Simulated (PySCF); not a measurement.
# Distorted geometries of [Ce(NO2)]2+

[Ce(NO2)]2+ (singlet in the valence; each metal's 4f electrons, 1 of them, lie in its core potential, out of spins and levels). PySCF 2.14.0, RKS PBE, Ce lcecp-1-SVP with ECP47, O def2-SVP, N def2-SVP; non-relativistic Hamiltonian with scalar-relativistic core potentials where named; density fitting; no spin-orbit coupling. Relaxed geometry:

```xyz
4

Ce    0.0000    0.0000   -0.4447
O     1.0553    0.0000    1.6150
O    -1.0553    0.0000    1.6150
N     0.0000    0.0000    2.3537
```

Q: Order these distorted geometries by energy above the relaxed one, lowest first.
A.
```xyz
4

Ce    0.0526    0.0996   -0.3894
O     1.0301   -0.0361    1.6566
O    -1.1103   -0.0486    1.5497
N     0.0277   -0.0149    2.3222
```
B.
```xyz
4

Ce   -0.0382    0.1411   -0.4859
O     1.0598    0.0867    1.5899
O    -1.2604   -0.0811    1.6472
N     0.2387   -0.1467    2.3879
```
C.
```xyz
4

Ce   -0.0359    0.0464   -0.3449
O     0.8958   -0.0670    1.6646
O    -0.9305   -0.0339    1.5667
N     0.0706    0.0545    2.2527
```

A: A (0.23 eV), B (1.26 eV), C (3.86 eV).

Q: Which forces (eV/Å) act in the one that lies 1.26 eV up?

A: 
```
Ce  -1.97 -0.21  1.41
O    2.93  0.57 -1.16
O    3.74  0.11 -1.28
N   -4.69 -0.47  1.03
```
Forces carry noise of the integration grid, about 0.01 to 0.03 eV/Å.

An lcecp potential fixes the number of 4f electrons, so in runs with it no electron can move into or out of that shell.
